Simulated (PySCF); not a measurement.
C₅H₈ (SMILES C=C=CCC), singlet, geometry from GFN2-xTB; DF-R2SCAN/6-31G* in PySCF.

Here is a job for PySCF.
```python
from pyscf import gto, scf, dft

mol = gto.Mole()
mol.atom = '''
    C     2.503971    0.008192    0.186465
    C     1.273678   -0.267739   -0.107278
    C     0.036780   -0.542101   -0.380943
    C    -1.127021   -0.174694    0.497261
    C    -2.096308    0.749073   -0.237381
    H     3.124275   -0.678239    0.741354
    H     2.967963    0.932855   -0.119321
    H    -0.212774   -1.054380   -1.302182
    H    -1.652589   -1.088591    0.790151
    H    -0.762261    0.313591    1.402669
    H    -2.941289    0.998027    0.400887
    H    -2.474065    0.268872   -1.137911
    H    -1.595864    1.671477   -0.524394
'''
mol.basis = '6-31g*'
mol.charge = 0
mol.spin = 0
mol.verbose = 4
mol.max_memory = 1800
mol.build()

mf = dft.RKS(mol)
mf.xc = 'r2scan'
mf = mf.density_fit(auxbasis='def2-universal-jkfit')
mf.kernel()
```

It wrote (shortened):

```
PySCF version 2.14.0

[INPUT] verbose = 4
[INPUT] num. atoms = 13
[INPUT] num. electrons = 38
[INPUT] charge = 0
[INPUT] spin (= nelec alpha-beta = 2S) = 0
[INPUT] symmetry False subgroup None
[INPUT] Mole.unit = angstrom
[INPUT] Symbol           X                Y                Z      unit          X                Y                Z       unit  Magmom
[INPUT]  1 C      2.503971000000   0.008192000000   0.186465000000 AA    4.731819413853   0.015480636412   0.352367781817 Bohr   0.0
[INPUT]  2 C      1.273678000000  -0.267739000000  -0.107278000000 AA    2.406902590884  -0.505953382865  -0.202726039191 Bohr   0.0
[INPUT]  3 C      0.036780000000  -0.542101000000  -0.380943000000 AA    0.069504126862  -1.024422421853  -0.719877939070 Bohr   0.0
[INPUT]  4 C     -1.127021000000  -0.174694000000   0.497261000000 AA   -2.129761026633  -0.330123815605   0.939687102427 Bohr   0.0
[INPUT]  5 C     -2.096308000000   0.749073000000  -0.237381000000 AA   -3.961447992735   1.415542817306  -0.448585077175 Bohr   0.0
[INPUT]  6 H      3.124275000000  -0.678239000000   0.741354000000 AA    5.904024087826  -1.281685956999   1.400956021351 Bohr   0.0
[INPUT]  7 H      2.967963000000   0.932855000000  -0.119321000000 AA    5.608637217842   1.762840463931  -0.225484010909 Bohr   0.0
[INPUT]  8 H     -0.212774000000  -1.054380000000  -1.302182000000 AA   -0.402084586428  -1.992489431219  -2.460767344338 Bohr   0.0
[INPUT]  9 H     -1.652589000000  -1.088591000000   0.790151000000 AA   -3.122940606469  -2.057138851666   1.493168987051 Bohr   0.0
[INPUT] 10 H     -0.762261000000   0.313591000000   1.402669000000 AA   -1.440464525437   0.592601105128   2.650660253418 Bohr   0.0
[INPUT] 11 H     -2.941289000000   0.998027000000   0.400887000000 AA   -5.558230663196   1.885997694921   0.757566636899 Bohr   0.0
[INPUT] 12 H     -2.474065000000   0.268872000000  -1.137911000000 AA   -4.675305264372   0.508094442564  -2.150340144130 Bohr   0.0
[INPUT] 13 H     -1.595864000000   1.671477000000  -0.524394000000 AA   -3.015745892053   3.158633753510  -0.990961041365 Bohr   0.0

nuclear repulsion = 154.699975752198
number of shells = 46
number of NR pGTOs = 167
number of NR cGTOs = 86
basis = 6-31g*
ecp = {}

******** <class 'pyscf.df.df_jk.DFRKS'> ********
method = DFRKS
initial guess = minao
damping factor = 0
level_shift factor = 0
DIIS = <class 'pyscf.scf.diis.CDIIS'>
diis_start_cycle = 1
diis_space = 8
diis_damp = 0
SCF conv_tol = 1e-09
SCF conv_tol_grad = None
SCF max_cycles = 50
direct_scf = False
XC library pyscf.dft.libxc version 7.1.2
    S. Lehtola, C. Steigemann, M. J. T. Oliveira, and M. A. L. Marques,  SoftwareX 7, 1–5 (2018)
XC functionals = r2scan
    J. W. Furness, A. D. Kaplan, J. Ning, J. P. Perdew, and J. Sun,  J. Phys. Chem. Lett. 11, 8208–8215 (2020)
    J. W. Furness, A. D. Kaplan, J. Ning, J. P. Perdew, and J. Sun,  J. Phys. Chem. Lett. 11, 9248–9248 (2020)
    J. W. Furness, A. D. Kaplan, J. Ning, J. P. Perdew, and J. Sun,  J. Phys. Chem. Lett. 11, 8208–8215 (2020)
    J. W. Furness, A. D. Kaplan, J. Ning, J. P. Perdew, and J. Sun,  J. Phys. Chem. Lett. 11, 9248–9248 (2020)
radial grids:
    Treutler-Ahlrichs [JCP 102, 346 (1995); DOI:10.1063/1.469408] (M4) radial grids

becke partition: Becke, JCP 88, 2547 (1988); DOI:10.1063/1.454033
pruning grids: <function nwchem_prune>
grids dens level: 3
symmetrized grids: False
atomic radii adjust function: <function treutler_atomic_radii_adjust>
small_rho_cutoff = 0
Set gradient conv threshold to 3.16228e-05
Initial guess from minao.
tot grids = 149056
init E= -195.417016695044
  HOMO = -0.30730287901278  LUMO = -0.0825390358599245  gap/eV = 6.11614
cycle= 1 E= -195.085198007964  delta_E= 0.332  |g|= 0.462  |ddm|= 3.44
  HOMO = -0.152309498344508  LUMO = 0.0658569606063866  gap/eV = 5.93661
cycle= 2 E= -195.069094074288  delta_E= 0.0161  |g|= 0.527  |ddm|= 1.11
  HOMO = -0.22010691129904  LUMO = 0.00765281926805115  gap/eV = 6.19766
cycle= 3 E= -195.146040047689  delta_E= -0.0769  |g|= 0.0638  |ddm|= 0.64
  HOMO = -0.21971534589636  LUMO = 0.00235400102123995  gap/eV = 6.04281
cycle= 4 E= -195.146889553011  delta_E= -0.00085  |g|= 0.0335  |ddm|= 0.102
  HOMO = -0.221389922611658  LUMO = 0.00343202495746731  gap/eV = 6.11772
cycle= 5 E= -195.14720451533  delta_E= -0.000315  |g|= 0.00883  |ddm|= 0.0408
  HOMO = -0.22066490992281  LUMO = 0.00370467306855504  gap/eV = 6.10541
cycle= 6 E= -195.147224677048  delta_E= -2.02e-05  |g|= 0.00186  |ddm|= 0.0111
  HOMO = -0.220885186458962  LUMO = 0.00351387396280467  gap/eV = 6.10621
cycle= 7 E= -195.147225591455  delta_E= -9.14e-07  |g|= 0.000288  |ddm|= 0.00243
  HOMO = -0.220925546626602  LUMO = 0.00347743309394977  gap/eV = 6.10632
cycle= 8 E= -195.147225606738  delta_E= -1.53e-08  |g|= 0.000175  |ddm|= 0.000568
  HOMO = -0.220919220588672  LUMO = 0.00348315821562251  gap/eV = 6.10630
cycle= 9 E= -195.147225613912  delta_E= -7.17e-09  |g|= 6.02e-05  |ddm|= 0.000224
  HOMO = -0.220924516488551  LUMO = 0.00347802460738933  gap/eV = 6.10630
cycle= 10 E= -195.147225614875  delta_E= -9.63e-10  |g|= 1.09e-05  |ddm|= 8.83e-05
  HOMO = -0.22092394062501  LUMO = 0.00347825569227034  gap/eV = 6.10629
Extra cycle  E= -195.147225614828  delta_E= 4.67e-11  |g|= 1.73e-05  |ddm|= 3.1e-05
converged SCF energy = -195.147225614828
```
